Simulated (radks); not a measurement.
Values are calculated unless marked as measured or tabulated.
Initial-state core-level shifts of neutral lanthanum when its valence configuration changes from [Xe] 5d1 6s2. Level of theory: Dirac Kohn-Sham, PBE, spin-unpolarised, spherical densities, point nucleus; open shells fill j = l - 1/2 first (a radial shooting solver on a logarithmic mesh with Libxc functionals). Shifts are changes of the shell-averaged eigenvalues in eV (positive: less bound).

\begin{tabular}{lrrrr}
valence & 2s & 4p & 4d & 5s \\ \hline
4f0.5 5d0.5 6s2 & +3.572 & +3.703 & +3.488 & +1.614 \\
5d2 6s1 & +1.762 & +1.726 & +1.732 & +1.648 \\
4f0.5 5d0.5 6s1.5 6p0.5 & +3.056 & +3.188 & +2.973 & +1.098 \\
4f0.5 5d1 6s1.5 & +4.390 & +4.503 & +4.294 & +2.404 \\
5d3 & +3.073 & +3.022 & +3.034 & +2.917 \\
5d1.5 6s1.5 & +0.932 & +0.911 & +0.914 & +0.865 \\
4f0.5 5d1.5 6s1 & +5.087 & +5.189 & +4.986 & +3.096 \\
\end{tabular}
